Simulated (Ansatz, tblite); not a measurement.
Forces on `FC(F)(F)/C=C/c1ccc(/C=C/c2ccc(/C=C/c3ccc(C(F)(F)F)cc3)cc2)cc1` at its PBE-D4/def2-SVP geometry. The state is a singlet with charge 0.

The xTB rows come from tblite. Single mean-field runs in def2-TZVP are fitted with def2-universal-jkfit.

GFN2-xTB (tblite), largest force 0.91 eV/Å:

```xyz
50
positions Å, forces eV/Å
F     8.344    7.627    2.333   -0.075    0.123   -0.514
C     7.736    7.599    1.118   -0.146   -0.158   -0.041
F     8.674    7.256    0.204   -0.297    0.323    0.468
F     7.354    8.875    0.847    0.342   -0.400    0.106
C     6.560    6.676    1.124   -0.587   -0.676   -0.179
C     6.456    5.613    0.295    0.182    0.380    0.179
C     5.355    4.654    0.221   -0.313   -0.186    0.051
C     5.425    3.597   -0.717   -0.215   -0.080    0.078
C     4.399    2.656   -0.824    0.066    0.219    0.140
C     3.249    2.722    0.000    0.217    0.316    0.126
C     2.208    1.713   -0.150   -0.450   -0.231    0.137
C     1.048    1.621    0.563    0.470    0.214   -0.112
C     0.011    0.608    0.418   -0.228   -0.328   -0.119
C     0.074   -0.452   -0.527   -0.171    0.052    0.157
C    -0.939   -1.398   -0.623   -0.057    0.156    0.166
C    -2.083   -1.347    0.220    0.355    0.206   -0.064
C    -3.169   -2.317    0.163   -0.235   -0.433   -0.177
C    -3.247   -3.412   -0.646    0.236    0.411    0.188
C    -4.334   -4.386   -0.697   -0.306   -0.229    0.024
C    -5.517   -4.280    0.080    0.024   -0.151   -0.164
C    -6.523   -5.242   -0.003    0.170    0.003   -0.099
C    -6.381   -6.345   -0.868    0.526    0.517    0.115
C    -7.445   -7.414   -0.909    0.137    0.255   -0.085
F    -7.472   -8.055   -2.102   -0.169    0.155    0.571
F    -7.236   -8.360    0.044   -0.218    0.242   -0.386
F    -8.680   -6.902   -0.689    0.422   -0.414   -0.129
C    -5.222   -6.467   -1.653    0.100    0.202    0.093
C    -4.218   -5.500   -1.566   -0.203    0.011    0.103
C    -2.149   -0.287    1.158    0.232    0.061   -0.104
C    -1.131    0.662    1.255   -0.063   -0.216   -0.138
C     3.181    3.786    0.941    0.175   -0.058   -0.164
C     4.204    4.723    1.047    0.029   -0.123   -0.123
H     5.787    6.938    1.862    0.554   -0.112   -0.459
H     7.285    5.440   -0.410   -0.492    0.025    0.364
H     6.307    3.521   -1.371   -0.548    0.030    0.394
H     4.480    1.843   -1.562   -0.029    0.508    0.444
H     2.413    0.954   -0.924   -0.094    0.488    0.458
H     0.847    2.375    1.343    0.082   -0.470   -0.474
H     0.940   -0.531   -1.200   -0.535    0.046    0.415
H    -0.849   -2.199   -1.371   -0.053    0.492    0.461
H    -3.996   -2.121    0.867    0.519   -0.082   -0.416
H    -2.414   -3.618   -1.339   -0.536    0.095    0.410
H    -5.654   -3.424    0.757    0.075   -0.567   -0.432
H    -7.437   -5.139    0.600    0.552   -0.077   -0.347
H    -5.115   -7.321   -2.337   -0.047    0.509    0.421
H    -3.313   -5.601   -2.185   -0.578    0.034    0.377
H    -3.024   -0.219    1.823    0.534   -0.021   -0.388
H    -1.211    1.472    1.997    0.025   -0.491   -0.436
H     2.307    3.877    1.602    0.552   -0.056   -0.419
H     4.111    5.531    1.789    0.070   -0.515   -0.478
```

r2SCAN-D4/def2-TZVP (Ansatz), largest force 0.56 eV/Å:

```
F -0.075 0.073 -0.297
C -0.178 -0.226 -0.078
F -0.214 0.177 0.289
F 0.182 -0.247 0.083
C -0.269 -0.373 -0.133
C 0.242 0.343 0.106
C -0.205 -0.184 -0.019
C -0.055 0.013 0.049
C -0.002 0.052 0.044
C 0.176 0.167 0.027
C -0.283 -0.199 0.047
C 0.295 0.175 -0.029
C -0.169 -0.156 -0.014
C -0.091 -0.071 0.003
C 0.072 0.086 0.020
C 0.174 0.157 0.015
C -0.194 -0.286 -0.091
C 0.215 0.285 0.092
C -0.198 -0.172 -0.001
C -0.039 -0.057 -0.031
C 0.053 -0.026 -0.035
C 0.298 0.276 -0.001
C 0.143 0.210 -0.051
F -0.066 0.127 0.368
F -0.127 0.162 -0.237
F 0.300 -0.232 -0.071
C -0.051 0.023 0.059
C -0.054 0.014 0.033
C 0.059 0.002 -0.038
C -0.001 -0.054 -0.046
C 0.087 0.061 -0.005
C -0.060 -0.079 -0.026
H 0.417 -0.101 -0.359
H -0.397 0.056 0.328
H -0.426 0.036 0.319
H -0.040 0.398 0.359
H -0.091 0.381 0.366
H 0.081 -0.364 -0.381
H -0.432 0.025 0.323
H -0.031 0.397 0.359
H 0.403 -0.083 -0.333
H -0.410 0.088 0.331
H 0.053 -0.442 -0.343
H 0.454 -0.051 -0.284
H -0.037 0.425 0.344
H -0.444 0.050 0.301
H 0.418 -0.032 -0.316
H 0.036 -0.384 -0.351
H 0.443 -0.034 -0.328
H 0.039 -0.409 -0.368
```

PBE0-D4/def2-TZVP (Ansatz), largest force 0.80 eV/Å:

```
F -0.271 0.051 -0.677
C 0.154 0.060 -0.059
F -0.498 0.274 0.560
F 0.291 -0.655 0.160
C -0.285 -0.591 -0.305
C 0.310 0.602 0.279
C -0.418 -0.383 -0.046
C -0.133 0.140 0.207
C -0.143 0.123 0.199
C 0.415 0.384 0.049
C -0.632 -0.282 0.216
C 0.648 0.260 -0.197
C -0.415 -0.379 -0.035
C -0.190 0.024 0.152
C -0.030 0.177 0.167
C 0.408 0.383 0.041
C -0.276 -0.608 -0.286
C 0.288 0.592 0.289
C -0.412 -0.373 -0.019
C 0.045 -0.169 -0.165
C 0.175 -0.078 -0.153
C 0.416 0.369 0.017
C -0.128 -0.085 -0.039
F -0.057 0.328 0.729
F -0.190 0.462 -0.538
F 0.680 -0.383 -0.142
C -0.130 0.138 0.181
C -0.156 0.120 0.172
C 0.131 -0.137 -0.203
C 0.149 -0.120 -0.205
C 0.190 -0.028 -0.149
C 0.031 -0.172 -0.166
H 0.430 -0.120 -0.383
H -0.421 0.067 0.353
H -0.452 0.035 0.335
H -0.039 0.423 0.380
H -0.107 0.398 0.392
H 0.097 -0.381 -0.407
H -0.451 0.029 0.340
H -0.035 0.415 0.379
H 0.421 -0.097 -0.359
H -0.430 0.105 0.354
H 0.060 -0.462 -0.359
H 0.482 -0.049 -0.300
H -0.037 0.450 0.361
H -0.470 0.050 0.318
H 0.444 -0.031 -0.334
H 0.036 -0.408 -0.372
H 0.463 -0.038 -0.346
H 0.042 -0.428 -0.386
```
